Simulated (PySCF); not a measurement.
Species: CH8Ge2S.
Atom-mapped SMILES: `[CH3:1][GeH2:2][S:3][GeH3:4]` (hydrogens: H5, H6, H7 on C1; H8, H9 on Ge2; H10, H11, H12 on Ge4)

Cartesian coordinates in Å at the PBE0-D3(BJ)/def2-SVP level; atoms count from 1:
```xyz
12
CH8Ge2S angstrom
C     -1.813    0.317    0.004
Ge    -0.590   -1.169    0.306
S      1.279   -0.474    1.328
Ge     2.011    0.965   -0.204
H     -1.369    1.050   -0.684
H     -2.752   -0.051   -0.436
H     -2.036    0.818    0.957
H     -0.208   -1.842   -1.028
H     -1.189   -2.205    1.274
H      1.816    0.368   -1.611
H      3.502    1.184    0.092
H      1.255    2.304   -0.110
```

The calculation used PBE0-D3(BJ)/def2-SVP geometry optimisation, gas phase in PySCF 2.14.0.

Take the most abundant isotopes and a rigid rotor. The values belong to one conformer with, in the numbering `[CH3:1][GeH2:2][S:3][GeH3:4]`, C1–Ge2–S3–Ge4 -61°.

Task: What are A, B and C (MHz)?

Result: Ia = 126.82, Ib = 527.39, Ic = 599.43 u·Å²; 505379 MHz·u·Å²/I gives A = 3985, B = 958.3, C = 843.1 MHz.

Task: Classify the top.

Result: A near-prolate asymmetric top; Ray's κ = -0.927.

Task: What does the inertial defect say?

Result: Not planar: Δ = Ic − Ia − Ib = -54.78 u·Å². For a rigid frame Δ = −2 Σ m c², so Σ m c² = 27.39 u·Å² lies off the ab plane: 9.88 from hydrogen and 17.50 from heavier atoms. The atom farthest from that plane is 1.80 Å away.

Task: Give the other two planar moments, Paa and Pbb, and the rms extents of the mass along the axes.

Result: Paa = Σ m a² = (Ib + Ic − Ia)/2 = 500.00 and Pbb = Σ m b² = (Ia + Ic − Ib)/2 = 99.43 u·Å². With the mass M = 199.88 u, the rms extents √(P/M) along a, b and c are 1.58, 0.71, 0.37 Å.

Task: Which types of transition are allowed, and where do some lines up to J = 2 fall?

Result: The dipole components are |μa| = 0.47 D, |μb| = 1.89 D, |μc| = 0.28 D. Intensities carry the squares of the components, which stand as 0.06 : 1.00 : 0.02 (a : b : c). Some lines, for components of 0.1 D or more:

```json
{"type": "a", "branch": "Q", "J(Ka,Kc)": "2(1,1) ← 2(1,2)", "MHz": "346", "lower level (cm⁻¹)": "0.277"}
{"type": "b", "branch": "R", "J(Ka,Kc)": "2(0,2) ← 1(1,1)", "MHz": "573", "lower level (cm⁻¹)": "0.161"}
{"type": "a", "branch": "R", "J(Ka,Kc)": "1(0,1) ← 0(0,0)", "MHz": "1801", "lower level (cm⁻¹)": "0.000"}
{"type": "c", "branch": "Q", "J(Ka,Kc)": "2(1,2) ← 2(0,2)", "MHz": "2915", "lower level (cm⁻¹)": "0.180"}
{"type": "c", "branch": "Q", "J(Ka,Kc)": "1(1,1) ← 1(0,1)", "MHz": "3027", "lower level (cm⁻¹)": "0.060"}
{"type": "b", "branch": "Q", "J(Ka,Kc)": "1(1,0) ← 1(0,1)", "MHz": "3142", "lower level (cm⁻¹)": "0.060"}
{"type": "b", "branch": "Q", "J(Ka,Kc)": "2(1,1) ← 2(0,2)", "MHz": "3260", "lower level (cm⁻¹)": "0.180"}
{"type": "a", "branch": "R", "J(Ka,Kc)": "2(0,2) ← 1(0,1)", "MHz": "3600", "lower level (cm⁻¹)": "0.060"}
{"type": "a", "branch": "R", "J(Ka,Kc)": "2(1,1) ← 1(1,0)", "MHz": "3718", "lower level (cm⁻¹)": "0.165"}
{"type": "b", "branch": "R", "J(Ka,Kc)": "1(1,1) ← 0(0,0)", "MHz": "4828", "lower level (cm⁻¹)": "0.000"}
{"type": "c", "branch": "R", "J(Ka,Kc)": "1(1,0) ← 0(0,0)", "MHz": "4943", "lower level (cm⁻¹)": "0.000"}
{"type": "c", "branch": "R", "J(Ka,Kc)": "2(1,1) ← 1(0,1)", "MHz": "6860", "lower level (cm⁻¹)": "0.060"}
{"type": "c", "branch": "Q", "J(Ka,Kc)": "2(2,1) ← 2(1,1)", "MHz": "9080", "lower level (cm⁻¹)": "0.289"}
{"type": "b", "branch": "Q", "J(Ka,Kc)": "2(2,0) ← 2(1,1)", "MHz": "9083", "lower level (cm⁻¹)": "0.289"}
{"type": "b", "branch": "Q", "J(Ka,Kc)": "2(2,1) ← 2(1,2)", "MHz": "9425", "lower level (cm⁻¹)": "0.277"}
{"type": "b", "branch": "R", "J(Ka,Kc)": "2(2,1) ← 1(1,0)", "MHz": "12798", "lower level (cm⁻¹)": "0.165"}
{"type": "c", "branch": "R", "J(Ka,Kc)": "2(2,1) ← 1(1,1)", "MHz": "12913", "lower level (cm⁻¹)": "0.161"}
{"type": "b", "branch": "R", "J(Ka,Kc)": "2(2,0) ← 1(1,1)", "MHz": "12916", "lower level (cm⁻¹)": "0.161"}
```

Task: Estimate the classical rotational partition function at 25 K, 50 K and 100 K.

Result: Point group C1, symmetry number σ = 1; q = (√π/σ)·√((kT/h)³/(ABC)), k/h = 20836.6 MHz/K: 11700 at 25 K, 33200 at 50 K, 94000 at 100 K.

Whether it is a minimum is left open (no frequencies). No vibrational averaging or centrifugal distortion is included, and the geometry carries the error of its method. A rigid rotor knows nothing of internal rotation, which can split or shift real lines.
